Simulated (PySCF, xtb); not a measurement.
CH4SSeZn, SMILES C[S][Zn][SeH].

GFN2-xTB run with xtb 6.7.1 at its own geometry gives an orbital gap of 2.58 eV and a dipole moment of 4.23 D.

Coordinates come from a PBE0-D3(BJ)/def2-SVP optimisation. The structure was generated by enumeration; whether it is a known compound was not checked. The values are those of a single conformer.

Task: What does PBE/def2-TZVP in PySCF give? (The exact figures need the calculation; the answer reports its results.)

Result: gap 3.91 eV (levels -5.70 and -1.79 eV), dipole 1.46 D.
